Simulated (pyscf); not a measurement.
`[SiH2]=[SiH][SiH3]` → `[SiH3][Si][SiH3]` [singlet], a hydrogen shift (singlet surface; H–Si broken, H–Si formed). Structures and frequencies: ωB97X-D3(BJ)/def2-SVP in PySCF. Correlated levels are frozen-core, on RHF or UHF. ΔMP2 is the change of the MP2 total energy from the triple- to the quadruple-zeta basis. Energies in kcal/mol from the reactant's lowest minimum found.

AM1 to PM7: differences of heats of formation from MOPAC. 

### Question
In single points PM3 puts the saddle at 15.3 kcal/mol and the reaction energy at +6.7 kcal/mol. Should these be trusted to within a few kcal/mol? Compare with CCSD(T)/def2-TZVPP + ΔMP2(QZVPP).

### Answer
CCSD(T)/def2-TZVPP + ΔMP2(QZVPP) gives ΔE‡ = 14.4 kcal/mol and ΔE = +8.2 kcal/mol. PM3 lies 0.9 kcal/mol over it in the barrier and 1.5 kcal/mol under it in the reaction energy, so on this step it holds to within 3.0 kcal/mol. CCSD(T)/def2-TZVPP + ΔMP2(QZVPP) has limits of its own. H₂Si=SiH–SiH₃ lies 10.9 kcal/mol over its isomer cyclic H₆Si₃ (SMILES [SiH2]1[SiH2][SiH2]1), and others may lie lower still (electronic energy, ωB97M-D3(BJ)). H₃Si–Si:–SiH₃ [singlet] lies 16.0 kcal/mol over its isomer cyclic H₆Si₃ (SMILES [SiH2]1[SiH2][SiH2]1), and others may lie lower still (electronic energy, ωB97M-D3(BJ)). One saddle was located; it need not be the lowest between these sides. The CCSD(T) − MP2 part came from Ansatz, without density fitting, on the same reference.
